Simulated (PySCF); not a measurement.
Isomers of C7H11BO, from PBE0-D3(BJ)/def2-SVP geometry optimisation, gas phase (PySCF 2.14.0). One conformer each, no zero-point energy, no frequencies.

Problem. Which is lowest in electronic energy at this level?
A. `[CH2:1]=[C:2]([C:3]#[C:4][CH3:5])[CH2:6][BH:7][O:8][CH3:9]` with C1–C2–C6–B7 106°, C2–C6–B7–O8 -132°, C6–B7–O8–C9 180°: A = 2407, B = 708.3, C = 583.3 MHz, dipole 1.75 D
B. `[CH:1]#[C:2][C@@H:3]1[BH:4][CH2:5][CH2:6][C@@H:7]1[O:8][CH3:9]` with C6–C7–O8–C9 176°, C2–C3–B4–C5 -102°, C3–B4–C5–C6 9°, B4–C5–C6–C7 -28°, C5–C6–C7–O8 162°: A = 2196, B = 1527, C = 1115 MHz, dipole 0.86 D
C. `[CH:1]#[C:2][C@@H:3]1[BH:4][CH2:5][CH2:6][C@H:7]1[O:8][CH3:9]` with C6–C7–O8–C9 -77°, C2–C3–B4–C5 -146°, C3–B4–C5–C6 -11°, B4–C5–C6–C7 30°, C5–C6–C7–O8 -159°: A = 1856, B = 1563, C = 900.3 MHz, dipole 2.07 D

Solution. A. That is `C=C(C#CC)CBOC`, 27.9 kcal/mol below the next.

```csv
SMILES,mapped SMILES,E (Eh),relative (kcal/mol),relative (kJ/mol),dipole (D)
C=C(C#CC)CBOC,[CH2:1]=[C:2]([C:3]#[C:4][CH3:5])[CH2:6][BH:7][O:8][CH3:9],-372.68835,0.0,0.0,1.75
C#C[C@@H]1BCC[C@@H]1OC,[CH:1]#[C:2][C@@H:3]1[BH:4][CH2:5][CH2:6][C@@H:7]1[O:8][CH3:9],-372.64388,27.9,116.8,0.86
C#C[C@@H]1BCC[C@H]1OC,[CH:1]#[C:2][C@@H:3]1[BH:4][CH2:5][CH2:6][C@H:7]1[O:8][CH3:9],-372.64213,29.0,121.4,2.07
```

As drawn, the lowest has a B–O bond and a C=C bond outside aromatic rings, which the highest lacks.
